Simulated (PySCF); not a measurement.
Species: C4H6N2OSi.
SMILES: `[H]/N=C\[C@]([SiH3])(C#N)C=O`

Computed with TDDFT PBE0/def2-SVPD, vertical, gas phase, core orbitals frozen in the response (PySCF 2.14.0, density-fitted response routines). One conformer (not necessarily the lowest) at the GFN2-xTB geometry, without solvent, vibrations or thermal averaging. Torsions of this conformer, `[H]/[N:6]=[CH:5]\[C@@:3]([C:2]#[N:1])([SiH3:4])[CH:7]=[O:8]`: C2–C3–C5–N6 157°, C2–C3–C7–O8 -174°.

Q: What does the calculation give for the low-lying excited states?

A: 

```
state  E (eV)  E (kJ/mol)  λ (nm)       f  main configurations (H = HOMO, L = LUMO)
   S1    4.10         396   302.3  0.0021                    H→L (71%), H-1→L (20%)
   S2    4.93         475   251.6  0.0011                               H→L+1 (90%)
   S3    5.27         508   235.5   0.028                    H-1→L (66%), H→L (26%)
   S4    6.08         586   204.0   0.023                  H-2→L (80%), H-1→L (12%)
   S5    6.28         606   197.4  0.0087                H→L+2 (48%), H-1→L+1 (37%)
   S6    6.44         621   192.6   0.024                H-1→L+1 (49%), H→L+2 (44%)
   S7    6.84         660   181.2  0.0050                               H→L+4 (84%)
   S8    6.94         669   178.7  0.0020                               H→L+3 (86%)
```

Triplets, Tamm–Dancoff:

| state | E (eV) | λ (nm) | main configurations (H = HOMO, L = LUMO) |
| --- | --- | --- | --- |
| T1 | 3.56 | 348.3 | H→L (60%), H-1→L (26%), H-2→L (10%) |
| T2 | 4.17 | 297.5 | H→L+1 (80%) |
| T3 | 4.90 | 253.1 | H-1→L (63%), H→L (32%) |

The lowest singlet lies at 4.10 eV (302 nm, ultraviolet) and is very weak; its leading configuration is HOMO→LUMO (71%). The strongest level in the table is S3 at 5.27 eV (235 nm, f = 0.028). Löwdin shares by element: HOMO nitrogen 43% or more, carbon 18% or more, oxygen 18% (atoms not listed hold the other 20%); LUMO carbon 46% or more, oxygen 30%, silicon 8% (atoms not listed hold the other 16%). The listed states span 2.83 eV. The oscillator strengths of these states sum to 0.094; summed over the whole spectrum of an exact calculation they would give the number of electrons, 66 (Thomas–Reiche–Kuhn). Orbital energies (eV): HOMO-3 -10.23, HOMO-2 -9.51, HOMO-1 -8.71, HOMO -7.88, LUMO -2.02, LUMO+1 -1.14, LUMO+2 -0.42. No computed singlet lies in the visible range (380 to 750 nm); the lowest, at 302 nm, stands 0.84 eV above its violet end (3.26 eV). Singlets were solved by full linear response, triplets in the Tamm–Dancoff approximation.

Time: 68 s wall; peak memory 0.86 GiB. Hardware: an Arm Neoverse N1 with one thread, on a shared host.
